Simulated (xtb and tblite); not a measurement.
Relaxed torsion scan: C9H8SSe, SMILES c1ccc(s1)Cc1ccc[se]1. Scanned: dihedral S3–C4–C5–C6 and dihedral C4–C5–C6–Se10; all other coordinates were relaxed at GFN2-xTB. Points at φ and −φ are mirror images.

Atom numbering (GFN2-xTB optimised geometry, Å):
```
19

C     -2.7477     1.0326     0.9943
C     -3.2679     0.0516     0.2170
S     -2.1381    -1.2146    -0.0656
C     -0.9412    -0.4095     0.8935
C      0.4368    -0.9731     1.0310
C      1.3079    -0.4064    -0.0510
C      1.5363    -0.9416    -1.2785
C      2.3427    -0.1545    -2.1377
C      2.7572     1.0213    -1.6072
Se     2.1363     1.2672     0.1245
C     -1.4123     0.7706     1.3775
H     -3.2912     1.9127     1.2878
H     -4.2476    -0.0153    -0.2122
H      0.4073    -2.0609     0.9399
H      0.8379    -0.7094     2.0134
H      1.1357    -1.8966    -1.5756
H      2.6030    -0.4706    -3.1339
H      3.3702     1.7653    -2.0830
H     -0.8255     1.4311     1.9925
```

Method: GFN2-xTB (xtb and tblite).

Energy in kJ/mol above the lowest grid point; x is the dihedral S3–C4–C5–C6 (°), y the dihedral C4–C5–C6–Se10 (°).

```csv
y \ x,-150,-120,-90,-60,-30,0,30,60,90,120,150,180
180,14.6,6.5,4.1,6.9,16.1,21.4,16.1,6.9,4.1,6.5,14.6,26.4
150,19.5,9.5,3.7,3.2,8.0,14.5,14.6,8.3,3.6,3.9,6.2,13.9
120,9.0,7.7,2.9,2.1,4.5,7.0,7.1,3.9,1.5,2.4,3.4,5.6
90,3.4,3.2,1.9,2.7,4.9,5.4,3.8,1.3,0.0,1.3,3.0,3.0
60,2.1,1.9,1.9,5.4,9.8,9.0,4.5,1.0,0.1,2.8,7.5,5.3
30,5.0,2.1,1.8,6.1,14.6,16.1,9.3,2.5,0.5,3.6,11.5,13.2
0,10.4,2.8,1.6,4.9,14.3,19.6,14.3,4.9,1.6,2.8,10.4,17.1
-30,11.5,3.6,0.5,2.5,9.3,16.1,14.6,6.1,1.8,2.1,5.0,13.2
-60,7.5,2.8,0.1,1.0,4.5,9.0,9.8,5.4,1.9,1.9,2.1,5.3
-90,3.0,1.3,0.0,1.3,3.8,5.4,4.9,2.7,1.9,3.2,3.4,3.0
-120,3.4,2.4,1.5,3.9,7.1,7.0,4.5,2.1,2.9,7.7,9.0,5.6
-150,6.2,3.9,3.6,8.3,14.6,14.5,8.0,3.2,3.7,9.5,19.5,13.9
```

Points that lie below all their neighbours on the grid: x = -90, y = -90 (0.0 kJ/mol); x = 90, y = 90 (0.0 kJ/mol). The lowest path on the grid from the first to the second passes x = 150, y = 90 at 3.0 kJ/mol.
